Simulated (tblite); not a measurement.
Species: C4H5OSi (charge -1).
SMILES with atom numbers: `[SiH2-:1][c:2]1[cH:3][cH:4][cH:5][o:6]1` (hydrogens: H7, H8 on Si1; H9 on C3; H10 on C4; H11 on C5)
Bond orders are those of one Lewis drawing.

Computed with GFN2-xTB (tblite), gas phase: Langevin dynamics at 400 K from the optimised GFN2-xTB geometry, time step 0.5 fs, friction 0.01 fs⁻¹, 2000 steps. The instantaneous temperature is 2·E(kin)/(3Nk) with all 3N coordinates.

```csv
t (fs),T (K),E(pot) above start (eV),Si1–C2 (Å),C2–C3 (Å),C3–C4 (Å),C4–C5 (Å),C5–O6 (Å),Si1–H7 (Å)
0,351,0.000,1.894,1.369,1.415,1.360,1.349,1.486
25,357,0.166,1.883,1.361,1.402,1.357,1.316,1.593
50,444,0.151,1.911,1.419,1.391,1.367,1.291,1.534
75,534,0.016,1.866,1.373,1.404,1.357,1.363,1.456
100,370,0.262,1.860,1.356,1.419,1.370,1.411,1.506
125,328,0.343,1.979,1.382,1.475,1.353,1.406,1.505
150,364,0.474,1.916,1.401,1.468,1.339,1.415,1.527
175,457,0.441,1.798,1.378,1.430,1.360,1.353,1.484
200,687,0.160,1.830,1.397,1.407,1.392,1.339,1.490
225,401,0.149,1.951,1.359,1.400,1.392,1.362,1.469
250,303,0.144,1.865,1.365,1.397,1.358,1.387,1.457
275,377,0.067,1.863,1.375,1.409,1.349,1.357,1.470
300,481,0.089,1.859,1.408,1.427,1.344,1.331,1.465
325,430,0.242,1.809,1.389,1.426,1.367,1.353,1.508
350,464,0.175,1.824,1.393,1.410,1.403,1.320,1.460
375,420,0.199,1.857,1.413,1.429,1.408,1.375,1.514
400,308,0.141,1.840,1.409,1.399,1.410,1.448,1.471
425,273,0.129,1.827,1.427,1.398,1.378,1.419,1.487
450,271,0.155,1.824,1.403,1.396,1.344,1.368,1.468
475,362,0.118,1.834,1.401,1.420,1.326,1.303,1.501
500,342,-0.035,1.826,1.395,1.425,1.350,1.334,1.443
525,376,0.014,1.850,1.349,1.430,1.378,1.333,1.519
550,319,0.123,1.873,1.364,1.423,1.415,1.389,1.466
575,429,0.086,1.872,1.380,1.389,1.413,1.395,1.477
600,391,0.091,1.873,1.369,1.398,1.382,1.376,1.463
625,576,-0.047,1.844,1.373,1.445,1.337,1.418,1.466
650,419,0.292,1.842,1.367,1.469,1.311,1.363,1.474
675,591,0.033,1.796,1.376,1.450,1.341,1.349,1.499
700,437,-0.022,1.822,1.394,1.396,1.364,1.350,1.487
725,308,0.086,1.865,1.414,1.367,1.366,1.362,1.525
750,530,0.023,1.841,1.399,1.363,1.397,1.333,1.476
775,450,0.207,1.916,1.417,1.391,1.372,1.312,1.493
800,387,0.238,1.854,1.391,1.418,1.387,1.362,1.478
825,538,0.304,1.793,1.387,1.415,1.397,1.398,1.550
850,700,0.140,1.855,1.376,1.426,1.346,1.375,1.461
875,702,0.350,1.890,1.353,1.409,1.326,1.323,1.486
900,426,0.641,1.936,1.349,1.415,1.334,1.300,1.494
925,397,0.392,1.900,1.327,1.400,1.353,1.385,1.501
950,319,0.264,1.872,1.375,1.388,1.381,1.397,1.499
975,440,0.185,1.851,1.355,1.420,1.360,1.434,1.469
1000,480,0.100,1.897,1.358,1.433,1.336,1.375,1.494
```

**Question.** From 500 fs on, how do temperature and potential energy compare with equipartition?

**Answer.** The mean temperature of these 21 frames is 455 K against the target 400 K, and the mean potential energy 0.16 eV against 27 × kT/2 = 0.47 eV for 27 classical harmonic modes. For 11 atoms in a canonical ensemble the temperature itself scatters by T·√(2/(3N)) = 98 K; here its standard deviation is 111 K. The whole run lasts only 10 friction times of 100 fs, so these averages carry a wide statistical error.

**Question.** What are the kinetic and total energies of the listed frame with the highest potential energy?

**Answer.** The one at 900 fs, 0.641 eV above the start. Its kinetic energy is 3NkT/2 = 0.606 eV at 426 K, so the sum is 1.25 eV; over the listed frames the sum runs from 0.45 to 1.35 eV, since the thermostat adds and removes energy.

**Question.** How much do the listed bonds fluctuate from 500 fs on?

**Answer.** 
```tsv
bond	at the start (Å)	mean (Å)	standard deviation (Å)
Si1–C2	1.894	1.860	0.035
C2–C3	1.369	1.375	0.022
C3–C4	1.415	1.413	0.025
C4–C5	1.360	1.364	0.028
C5–O6	1.349	1.365	0.034
Si1–H7	1.486	1.487	0.024
```

The motion is classical and holds no zero-point motion.

What follows is the cost of the whole dynamics run. Hardware: Intel Xeon Platinum 8488C, one thread, no GPU, on a shared host. Cost: 11 s, 0.18 GiB resident at most.
